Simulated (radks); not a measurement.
The numbers below are computed, except where a source is named.
Q: Radial electron density D(r) = 4 pi r^2 rho(r) of an atom or ion with 54 electrons. Code: a radial shooting solver on a logarithmic mesh with Libxc functionals. Model: non-relativistic Kohn-Sham, exchange-only PBE, spin-polarised, spherical densities, point nucleus.

r (bohr)  D(r) (e/bohr)
0.003399          11.19
0.003925          14.10
0.004497          17.40
0.005193          21.53
0.005998          26.34
0.006927          31.79
0.007999          37.79
0.009238          44.16
0.01067           50.58
0.01232           56.65
0.01423           61.87
0.01643           65.74
0.01898           67.82
0.02192           67.93
0.02531           66.28
0.02924           63.59
0.03376           61.05
0.03899           60.13
0.04503           62.07
0.05201           67.35
0.06006           75.15
0.06936           83.26
0.08011           88.71
0.09178           89.16
0.106             84.17
0.1224            75.76
0.1414            68.27
0.1633            65.75
0.1886            69.01
0.2178            74.36
0.2515            75.52
0.2904            68.11
0.3354            53.29
0.3874            37.39
0.4474            27.30
0.5167            25.37
0.5967            28.17
0.6891            29.92
0.7958            27.24
0.9191            20.96
1.061             14.15
1.226             9.223
1.416             6.691
1.635             5.673
1.873             5.087
2.163             4.260
2.498             3.176
2.885             2.079
3.332             1.196
3.848            0.6073
4.444            0.2717
5.133            0.1057
5.928           0.03479
6.846          0.009377
7.906          0.002007

What is the nuclear charge?

A: Z = 54. The innermost maximum, from 1s, lies near 1/Z = 0.0185 bohr (found: 0.0206), and its height grows with Z. The density is that of neutral xenon in [Xe]; the configuration itself is not fixed sharply by these data, and Z only to a few units. D(r) has 4 maxima, at r = 0.0206, 0.0868, 0.240, 0.684 bohr, and minima at 0.0384, 0.161, 0.500 bohr, inside which lie 2.00, 11.33, 29.01 electrons.
